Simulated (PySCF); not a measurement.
Ga2(mu-OMe)2(H)4, C2H10Ga2O2, singlet, GFN2-xTB optimised geometry.

```
16

Ga     0.74     1.32     0.00
Ga    -0.74    -1.27     0.00
O      0.04     0.00     1.27
C      0.16    -0.07     2.68
H      1.09     0.43     3.00
H     -0.69     0.42     3.16
H      0.19    -1.12     3.00
H      2.28     1.32     0.00
H     -0.13     2.60     0.00
O      0.04     0.00    -1.26
C      0.16    -0.07    -2.68
H      0.18    -1.12    -3.00
H     -0.69     0.43    -3.16
H      1.09     0.42    -3.00
H      0.05    -2.60     0.00
H     -2.28    -1.17     0.00
```

Density from PBE0/def2-TZVP (PySCF) at that geometry.

Minimum of the electron density along straight lines between bonded atoms, close to the bond critical point (lines longer than 1.1 times the sum of covalent radii, or with two minima, are not listed):

```csv
bond,length / Å,ρ at the minimum / e bohr⁻³,∇²ρ there / e bohr⁻⁵,position (fraction from the first atom)
Ga1–O3,1.957,0.086,0.42,0.48
Ga2–O3,1.957,0.086,0.42,0.48
O3–C4,1.427,0.247,-0.50,0.65
C4–H5,1.094,0.283,-1.00,0.65
C4–H6,1.094,0.284,-1.00,0.65
C4–H7,1.094,0.283,-1.00,0.65
Ga1–H8,1.545,0.120,0.16,0.60
Ga1–H9,1.543,0.120,0.16,0.60
Ga1–O10,1.957,0.086,0.42,0.48
Ga2–O10,1.957,0.086,0.42,0.48
O10–C11,1.427,0.247,-0.50,0.65
C11–H12,1.094,0.283,-1.00,0.65
C11–H13,1.094,0.284,-1.00,0.65
C11–H14,1.094,0.283,-1.00,0.65
Ga2–H15,1.545,0.120,0.16,0.60
Ga2–H16,1.543,0.120,0.16,0.60
```
